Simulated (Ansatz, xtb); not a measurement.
## Relative energy of two structures of GeH2OSi2

We compare X, `O1[Si@@H]2[Ge][Si@H]12`, a singlet, with Y, a triplet given by its coordinates. Both are isolated molecules in the gas phase, relaxed with PBE0-D3(BJ)/def2-SVP.

X (Å):

```json
{"atom": "Ge", "x (Å)": "-1.1595", "y (Å)": "0.3546", "z (Å)": "0.4797"}
{"atom": "O", "x (Å)": "-1.6906", "y (Å)": "0.1868", "z (Å)": "3.6913"}
{"atom": "Si", "x (Å)": "-2.2226", "y (Å)": "-0.6721", "z (Å)": "2.2991"}
{"atom": "Si", "x (Å)": "-0.4590", "y (Å)": "0.8160", "z (Å)": "2.6686"}
{"atom": "H", "x (Å)": "-2.7975", "y (Å)": "-1.9906", "z (Å)": "2.7187"}
{"atom": "H", "x (Å)": "0.7881", "y (Å)": "1.0347", "z (Å)": "3.4699"}
```

Y (Å):

```yaml
atoms:
  - { symbol: Ge, position_ang: [-1.7854, 3.0100, -1.2130] }
  - { symbol: O, position_ang: [-0.4738, 0.2745, -0.1229] }
  - { symbol: Si, position_ang: [-1.0748, 0.6844, -1.6254] }
  - { symbol: Si, position_ang: [-0.7651, 1.7755, 0.7012] }
  - { symbol: H, position_ang: [-1.6552, 1.4952, 1.8696] }
  - { symbol: H, position_ang: [0.5463, 2.2867, 1.2063] }
```

Close contacts (Å): Ge1–Si3 2.47, Ge1–Si4 2.50, O2–Si3 1.67, O2–Si4 1.74, Si4–H5 1.50, Si4–H6 1.50.

Task: Estimate which is lower in electronic energy at CCSD(T)/def2-TZVP, and by roughly how much.

Result: The CCSD(T)/def2-TZVP calculation puts structure X lower, by 11.1 kJ/mol.

Level by level:

| level | geometry | E(Y) − E(X) (kJ/mol) | departure from the last row (kJ/mol) | job, with rough time for the two |
| --- | --- | --- | --- | --- |
| PBE0-D3(BJ)/def2-SVP | PBE0-D3(BJ)/def2-SVP | −2.0 | −13.1 | optimisation, 2 min |
| HF/def2-TZVP | PBE0-D3(BJ)/def2-SVP | −77.4 | −88.5 | part of the CCSD(T) run |
| MP2/def2-TZVP | PBE0-D3(BJ)/def2-SVP | +29.8 | +18.7 | part of the CCSD(T) run |
| CCSD(T)/def2-TZVP | PBE0-D3(BJ)/def2-SVP | +11.1 |  | single point, 3.6 min |

HF/def2-TZVP puts the two in the other order. PBE0-D3(BJ)/def2-SVP finds them nearly level. The largest departure from CCSD(T)/def2-TZVP is that of HF/def2-TZVP, 88.5 kJ/mol. Levels run at GFN2-xTB geometries aren't shown.

With harmonic frequencies from PBE0-D3(BJ)/def2-SVP (ideal gas, rigid rotor, one conformer each, 298.15 K, 1 atm): the zero-point term adds +1.9 kJ/mol; ΔH is +13.3 and ΔG +9.0 kJ/mol.

Open shells are spin-unrestricted. The correlated steps freeze 20 core orbitals; the filled d shell of Ge is correlated, in a basis made for valence electrons. ΔG holds the spin degeneracy. Mirror images aren't counted in ΔG. Codes used: Ansatz 0.2.0; the last row on 2 threads of Intel(R) Xeon(R) Platinum 8259CL CPU @ 2.50GHz (Skylake/Cascade Lake) on a shared host.
